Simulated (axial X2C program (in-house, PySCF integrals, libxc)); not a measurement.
**Curves of ONdO⁻ from open-shell CI on f(δφ)3 f(π)0**

Calculated with an in-house all-electron X2C program for linear molecules (integrals from PySCF): two-component X2C with atomic mean-field Coulomb and Gaunt terms, basis O dyall-v3z, Nd dyall-v3z (cores contracted in-house). Orbitals come from Hartree–Fock averaged over the configuration Nd f(δφ)3 f(π)0; CI then distributes these electrons over the f(δφ), f(π) shells of Nd.

Scan along the symmetric stretch (R is each bond); masses O 15.995 u, Nd 141.908 u, O 15.995 u. Energies in cm⁻¹ from the lowest point; levels are followed by energy order within each Ω. Lowest level at 2.029 Å: 100% f(δφ)3.

| R (Å) | (1)Ω=15/2 | (1)Ω=5/2 | (1)Ω=7/2 | (1)Ω=3/2 | (1)Ω=9/2 | (2)Ω=3/2 | (2)Ω=5/2 | (1)Ω=13/2 | (2)Ω=7/2 |
| --- | --- | --- | --- | --- | --- | --- | --- | --- | --- |
| 1.887 | 7166 | 8107 | 9013 | 11463 | 13221 | 15909 | 15835 | 17082 | 17340 |
| 1.958 | 2130 | 4621 | 5662 | 7887 | 9932 | 11933 | 12020 | 13401 | 13716 |
| 2.029 | 0 | 3662 | 4839 | 6753 | 9086 | 10575 | 10823 | 12267 | 12688 |
| 2.110 | 438 | 5117 | 6432 | 7983 | 10608 | 11673 | 12073 | 13547 | 14119 |
| 2.191 | 3243 | 8689 | 10116 | 11342 | 14206 | 14974 | 15488 | 16969 | 17703 |
| 2.283 | 8504 | 14621 | 16147 | 17057 | 20137 | 20671 | 21277 | 22754 | 23673 |
| 2.394 | 16810 | 23546 | 25158 | 25755 | 29039 | 29383 | 30068 | 31527 | 32661 |

(1) Fit the curves (1)Ω=15/2, (1)Ω=5/2, (1)Ω=7/2, (1)Ω=3/2, (1)Ω=9/2, (2)Ω=3/2, (2)Ω=5/2, (1)Ω=13/2, (2)Ω=7/2 near their minima.

The 9 lowest curves are shown; the next is (1)Ω=1/2, from 13040 cm⁻¹.

There is no dynamic correlation: spin–orbit spacings and, for f shells, spacings inside one term are the most reliable numbers, splittings between terms come out too wide, and energies between configurations are not reliable, so the lowest level need not be the ground state of the molecule. At most 6 roots were kept for each Ω > 0 (twice that for Ω = 0) within 3.5 eV of the lowest, so higher up levels can be missing between those listed; levels with Ω > 0 are doubly degenerate and listed once, Ω = 0 levels singly. States that fill the shells left empty in the average are placed too high. For an anion, levels above electron detachment are held by the basis set. The molecule was held linear; bending was not examined.

## Answers

(1) From the open-shell CI curves, Te from the lowest:

| level | Te (cm⁻¹) | Re (Å) | ωe (cm⁻¹) |
| --- | --- | --- | --- |
| (1)Ω=15/2 | 0 | 2.056 | 674.9 |
| (1)Ω=5/2 | 3816 | 2.023 | 669.0 |
| (1)Ω=7/2 | 4978 | 2.019 | 671.1 |
| (1)Ω=3/2 | 6913 | 2.030 | 659.9 |
| (1)Ω=9/2 | 9231 | 2.020 | 663.4 |
| (2)Ω=3/2 | 10726 | 2.035 | 670.5 |
| (2)Ω=5/2 | 10983 | 2.030 | 670.9 |
| (1)Ω=13/2 | 12427 | 2.029 | 667.0 |
| (2)Ω=7/2 | 12845 | 2.025 | 674.6 |

Without dynamic correlation distances can be off by several hundredths of an Å (long for ionic bonds, short for multiple bonds) and the wavenumbers are rough.
